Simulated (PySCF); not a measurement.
# Structure from 2D NMR

Compound of formula C4H6FNSi. Correlations simulated from computed shifts and the bond graph:

HSQC (one-bond C–H):
```tsv
δH	δC
5.49	100.7
3.19	22.3
```

COSY cross peaks (H two or three bonds apart, from the bond graph; peaks can be absent where the dihedral angle is near 90°):
```tsv
δH	δH
5.49	4.29
```

HMBC (two and three bonds, from the bond graph):
```tsv
δH	δC
5.49	172.9, 22.3
4.29	172.9, 100.7
3.19	172.9, 118.9, 100.7
```

Carbons without hydrogens: δ 172.9, 118.9.

PySCF calculation with structure optimised with GFN2-xTB and shielding tensors at PBE0/pcSseg-1 (GIAO); equivalent nuclei averaged, no solvent, no relativistic terms, a single conformation.

References, each an isolated molecule treated in the same way: 1H (σref 31.72), 13C (σref 186.93) against TMS.

Exchangeable hydrogens are left out of these lists.

Which molecule is this?

Results:

`InChI=1S/C4H6FNSi/c5-4(3-7)1-2-6/h3H,1H2,7H3/b4-3+`.

Atoms are numbered as in `[N:1]#[C:2][CH2:3]/[C:4]([F:5])=[CH:6]\[SiH3:7]`; H(Xn) means a hydrogen on atom n.

1. δC 172.9 is C4, a fully substituted alkene carbon.
2. δC 118.9 is C2, a nitrile carbon.
3. δC 100.7 is C6, an alkene CH (δH 5.49).
4. δC 22.3 is C3, an allylic sp3 CH2 (δH 3.19).
5. HMBC from δH 5.49 reaches the proton-free carbon C4.
6. HMBC from δH 4.29 reaches the proton-free carbon C4.
7. HMBC from δH 3.19 reaches the proton-free carbons C4, C2.
8. COSY links 5.49–4.29.

The data come from this structure; uniqueness wasn't tested.

Shifts are as computed. Against solution values, carbons near 30 ppm lie about +3 ppm off and those near 130 ppm about +5 ppm. Of 1309 compounds with measured shifts, 239 miss one by over three times the rms of a fit or turn the order of signals round; such compounds aren't used in these exercises.
